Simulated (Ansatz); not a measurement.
Ansatz (a program for electronic structure) input (B3LYP-D3(BJ)/def2-TZVP):

Ansatz 0.2 input:
```yaml
crystal:
  periodic: [false, false, false]
  atoms:
    - {symbol: Sn, position_ang: [-0.63204208, 0.30153677, -0.16909574]}
    - {symbol: O, position_ang: [1.22307740, 0.14126964, 0.46413994]}
    - {symbol: H, position_ang: [-1.50943829, 0.08292723, 1.22181315]}
    - {symbol: H, position_ang: [-0.92378243, -0.86390490, -1.28000928]}
    - {symbol: H, position_ang: [1.88891404, 0.27192535, -0.18727556]}
basis:
  gaussian:
    orbitals: def2-TZVP
hamiltonian:
  xc: b3lyp
  dispersion: d3bj
total_charge: -1
relax: {f_tol: 0.002, max_steps: 150}
```

Output:

```
Functional definition: B3LYP
integrals: 0.02 GiB planned
715 factors; their error is unknown
mean field: 0.26 GiB planned
mean field evaluation 1: about -7929.5087 eV, gradient 2.1e1 eV
mean field evaluation 2: about -7929.7901 eV, gradient 2.0e1 eV
mean field evaluation 4: about -7930.5172 eV, gradient 1.8e0 eV
mean field evaluation 8: about -7930.5892 eV, gradient 3.3e-2 eV
mean field -7930.58923907 eV, -291.4437789894 hartree, gradient 4.8e-5 eV, S^2 0.000000; 0 other end points of the search recorded, 0 dependent functions left out
the calculation of the forces begins
reference -7930.58946901 eV, -291.4437874395 hartree; 17, 17 occupied and 82, 82 virtual orbitals, 715 factors
relax step   1: F+E_penalty+E_count = -7930.70712597 eV  Δ(F+E_penalty+E_count) = +0.000e0 eV  max|allowed force component| = 4.071e0 eV/Å  Δτ_max = 0.0000 Å  (25 SCF iters, accepted)
these checks for a lower state are left out or cut short: starts, cluster_reference, orbital_swaps, neighbouring_geometries, increment
integrals: 0.02 GiB planned
715 factors; their error is unknown
mean field: 0.26 GiB planned
mean field evaluation 16: about -7931.0890 eV, gradient 1.9e1 eV
mean field -7931.42802171 eV, -291.4746036830 hartree, gradient 1.9e-5 eV, S^2 0.000000; 0 other end points of the search recorded, 0 dependent functions left out
the calculation of the forces begins
reference -7931.42824957 eV, -291.4746120567 hartree; 17, 17 occupied and 82, 82 virtual orbitals, 715 factors
relax step   2: F+E_penalty+E_count = -7931.54580171 eV  Δ(F+E_penalty+E_count) = -8.387e-1 eV  max|allowed force component| = 1.302e0 eV/Å  Δτ_max = 0.1947 Å  (35 SCF iters, accepted)
these checks for a lower state are left out or cut short: starts, cluster_reference, orbital_swaps, neighbouring_geometries, increment
integrals: 0.02 GiB planned
715 factors; their error is unknown
mean field: 0.26 GiB planned
mean field -7931.47917016 eV, -291.4764833536 hartree, gradient 1.9e-5 eV, S^2 0.000000; 0 other end points of the search recorded, 0 dependent functions left out
the calculation of the forces begins
reference -7931.47939772 eV, -291.4764917163 hartree; 17, 17 occupied and 82, 82 virtual orbitals, 715 factors
relax step   3: F+E_penalty+E_count = -7931.59871150 eV  Δ(F+E_penalty+E_count) = -5.291e-2 eV  max|allowed force component| = 9.274e-1 eV/Å  Δτ_max = 0.1950 Å  (36 SCF iters, accepted)
these checks for a lower state are left out or cut short: starts, cluster_reference, orbital_swaps, neighbouring_geometries, increment
integrals: 0.02 GiB planned
715 factors; their error is unknown
mean field: 0.26 GiB planned
mean field evaluation 32: about -7930.9286 eV, gradient 1.4e1 eV
mean field -7931.55502102 eV, -291.4792708213 hartree, gradient 2.0e-5 eV, S^2 0.000000; 0 other end points of the search recorded, 0 dependent functions left out
the calculation of the forces begins
reference -7931.55524962 eV, -291.4792792223 hartree; 17, 17 occupied and 82, 82 virtual orbitals, 715 factors
relax step   4: F+E_penalty+E_count = -7931.67308866 eV  Δ(F+E_penalty+E_count) = -7.438e-2 eV  max|allowed force component| = 2.860e-1 eV/Å  Δτ_max = 0.2000 Å  (34 SCF iters, accepted)
these checks for a lower state are left out or cut short: starts, cluster_reference, orbital_swaps, neighbouring_geometries, increment
integrals: 0.02 GiB planned
715 factors; their error is unknown
mean field: 0.26 GiB planned
mean field -7931.56340922 eV, -291.4795790821 hartree, gradient 2.7e-5 eV, S^2 0.000000; 0 other end points of the search recorded, 0 dependent functions left out
the calculation of the forces begins
reference -7931.56363736 eV, -291.4795874661 hartree; 17, 17 occupied and 82, 82 virtual orbitals, 715 factors
relax step   5: F+E_penalty+E_count = -7931.68163581 eV  Δ(F+E_penalty+E_count) = -8.547e-3 eV  max|allowed force component| = 6.405e-2 eV/Å  Δτ_max = 0.0716 Å  (28 SCF iters, accepted)
these checks for a lower state are left out or cut short: starts, cluster_reference, orbital_swaps, neighbouring_geometries, increment
integrals: 0.02 GiB planned
715 factors; their error is unknown
mean field: 0.26 GiB planned
mean field -7931.56350716 eV, -291.4795826811 hartree, gradient 1.9e-5 eV, S^2 0.000000; 0 other end points of the search recorded, 0 dependent functions left out
the calculation of the forces begins
reference -7931.56373552 eV, -291.4795910734 hartree; 17, 17 occupied and 82, 82 virtual orbitals, 715 factors
relax step   6: F+E_penalty+E_count = -7931.68132081 eV  Δ(F+E_penalty+E_count) = +3.150e-4 eV  max|allowed force component| = 1.017e-1 eV/Å  Δτ_max = 0.0376 Å  (29 SCF iters, rejected (line search))
these checks for a lower state are left out or cut short: starts, cluster_reference, orbital_swaps, neighbouring_geometries, increment
integrals: 0.02 GiB planned
715 factors; their error is unknown
mean field: 0.26 GiB planned
mean field -7931.56520363 eV, -291.4796450255 hartree, gradient 1.9e-5 eV, S^2 0.000000; 0 other end points of the search recorded, 0 dependent functions left out
the calculation of the forces begins
reference -7931.56543186 eV, -291.4796534128 hartree; 17, 17 occupied and 82, 82 virtual orbitals, 715 factors
relax step   7: F+E_penalty+E_count = -7931.68328492 eV  Δ(F+E_penalty+E_count) = -1.649e-3 eV  max|allowed force component| = 1.948e-2 eV/Å  Δτ_max = 0.0181 Å  (30 SCF iters, accepted)
these checks for a lower state are left out or cut short: starts, cluster_reference, orbital_swaps, neighbouring_geometries, increment
integrals: 0.02 GiB planned
715 factors; their error is unknown
mean field: 0.26 GiB planned
mean field evaluation 64: about -7931.5654 eV, gradient 6.2e-5 eV
mean field -7931.56540176 eV, -291.4796523067 hartree, gradient 1.9e-5 eV, S^2 0.000000; 0 other end points of the search recorded, 0 dependent functions left out
the calculation of the forces begins
reference -7931.56562991 eV, -291.4796606908 hartree; 17, 17 occupied and 82, 82 virtual orbitals, 715 factors
relax step   8: F+E_penalty+E_count = -7931.68345039 eV  Δ(F+E_penalty+E_count) = -1.655e-4 eV  max|allowed force component| = 1.931e-3 eV/Å  Δτ_max = 0.0160 Å  (30 SCF iters, accepted)
these checks for a lower state are left out or cut short: starts, cluster_reference, orbital_swaps, neighbouring_geometries, increment
integrals: 0.02 GiB planned
715 factors; their error is unknown
mean field: 0.26 GiB planned
mean field -7931.56541213 eV, -291.4796526875 hartree, gradient 1.9e-5 eV, S^2 0.000000; 0 other end points of the search recorded, 0 dependent functions left out
the calculation of the forces begins
reference -7931.56564023 eV, -291.4796610700 hartree; 17, 17 occupied and 82, 82 virtual orbitals, 715 factors
relax step   9: F+E_penalty+E_count = -7931.68345855 eV  Δ(F+E_penalty+E_count) = -8.154e-6 eV  max|allowed force component| = 1.561e-2 eV/Å  Δτ_max = 0.0069 Å  (30 SCF iters, accepted)
these checks for a lower state are left out or cut short: starts, cluster_reference, orbital_swaps, neighbouring_geometries, increment
integrals: 0.02 GiB planned
715 factors; their error is unknown
mean field: 0.26 GiB planned
mean field -7931.56541774 eV, -291.4796528938 hartree, gradient 1.9e-5 eV, S^2 0.000000; 0 other end points of the search recorded, 0 dependent functions left out
the calculation of the forces begins
reference -7931.56564582 eV, -291.4796612757 hartree; 17, 17 occupied and 82, 82 virtual orbitals, 715 factors
relax step  10: F+E_penalty+E_count = -7931.68346499 eV  Δ(F+E_penalty+E_count) = -6.448e-6 eV  max|allowed force component| = 2.109e-4 eV/Å  Δτ_max = 0.0013 Å  (32 SCF iters, accepted)
integrals: 0.02 GiB planned
715 factors; their error is unknown
mean field: 0.26 GiB planned
mean field evaluation 96: about -7931.5654 eV, gradient 3.1e-2 eV
mean field -7931.56541774 eV, -291.4796528938 hartree, gradient 1.9e-5 eV, S^2 0.000000; 1 other end points of the search recorded, 0 dependent functions left out
the calculation of the forces begins
reference -7931.56564582 eV, -291.4796612757 hartree; 17, 17 occupied and 82, 82 virtual orbitals, 715 factors
Total energy: -7931.68369308 eV, -291.4839994322 hartree
Atom 0 at    -0.594297     0.528424    -0.328374 Å, force     0.000211    -0.000126    -0.000148 eV/Å
Atom 1 at     1.300242    -0.169942     0.284286 Å, force    -0.000162     0.000065    -0.000058 eV/Å
Atom 2 at    -1.463876     0.040353     1.190796 Å, force     0.000052    -0.000018     0.000112 eV/Å
Atom 3 at    -1.094017    -1.012028    -1.152802 Å, force    -0.000119     0.000021    -0.000019 eV/Å
Atom 4 at     1.898677     0.546946     0.055666 Å, force     0.000018     0.000058     0.000113 eV/Å
Dipole moment:     0.031750     0.507256    -0.223021 e Å
```

It need not be the lowest isomer of its formula. Whether it binds its extra electron was not tested at this geometry.
